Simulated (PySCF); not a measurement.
NMR data simulated for an unnamed compound:

1H NMR (300 MHz, computed): δ 6.97 (m, 1H), 4.92 (m, 1H), 4.30 (s, 3H), 2.39 (m, 3H), 2.37 (m, 3H).

13C{1H} NMR (computed): δ 169.2 (C), 152.9 (C), 150.0 (CH), 145.9 (C), 20.8 (CH3), 19.9 (CH3).

Single conformer, no relativistic terms, gas phase, averaged over atoms made equivalent by symmetry, fast rotation or ring inversion. Geometry: GFN2-xTB; shielding tensors at PBE0/pcSseg-1 (GIAO); PySCF 2.14.

δ = σ(ref) − σ, references computed at the same level: 1H (31.72 ppm), 13C (186.93 ppm) against TMS.

Q: Which of these does the molecule contain: a vinyl group CH=CH2, a Si–H bond, an NH or NH2 group, a Si–CH3 group?

A: 
- A vinyl group CH=CH2: no.
- A Si–H bond: yes (δH 4.30 (s)).
- An NH or NH2 group: no.
- A Si–CH3 group: no.

The data belong to SMILES [SiH3]c1cc(C)[pH]c1C, C6H11PSi; they needn't prove each group on their own.

Carbon signals by region: 1 in the far downfield region (above 160 ppm), 3 in the sp2 and nitrile region (100–160 ppm), 2 below 50 ppm. Above 160 ppm: 169.2, unsaturated ring carbon.

Splittings by 31P in the carbon and heteronuclear signals aren't shown, as no couplings were computed. Shifts are as computed. Against solution values, carbons near 30 ppm lie about +3 ppm off and those near 130 ppm about +5 ppm. Of 1211 compounds with measured shifts, 218 miss one by over three times the rms of a fit or turn the order of signals round; such compounds aren't used in these exercises. No couplings were computed; multiplicities are counted from neighbouring protons, with m where these are inequivalent, close in shift, in a saturated or five-membered ring or joined by F or P, and br s for small geminal =CH2 splittings.
